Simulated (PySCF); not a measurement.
A run for PySCF: R-MP2/6-31G* on C3H8O (SMILES CCCO).

```python
from pyscf import gto, scf, dft, mp
from pyscf.data.elements import chemcore

mol = gto.M(
    atom='''
    C    -1.50878462   -0.25885068    0.11117933
    C    -0.15879403    0.41244362    0.35055605
    C     0.94565002   -0.18270552   -0.51089211
    O     2.20046704    0.46844939   -0.34326083
    H    -1.82407832   -0.14736615   -0.92881825
    H    -2.28488499    0.17747774    0.74126180
    H    -1.46497037   -1.32824371    0.33083802
    H    -0.22357801    1.48361061    0.14279286
    H     0.12006210    0.31315397    1.40597754
    H     1.03680593   -1.25908558   -0.31148634
    H     0.69887460   -0.06907661   -1.56837471
    H     2.46323063    0.39019292    0.58022662
    ''',
    basis='6-31g*',
    cart=True,
    charge=0, spin=0, verbose=3, max_memory=1800)
mf = scf.RHF(mol)
mf.conv_tol = 1e-8
mf.max_cycle = 100
mf.kernel()
if not mf.converged:
    mf = mf.newton().run(mf.mo_coeff, mf.mo_occ)
pt = mp.MP2(mf, frozen=chemcore(mol)).run()
```

The log:

```
converged SCF energy = -193.109582530064
E(RMP2) = -193.682469778461  E_corr = -0.572887248396486
E(SCS-RMP2) = -193.676561513455  E_corr = -0.566978983391044
```

The run converged.

Cost: roughly 0.8 core-seconds.
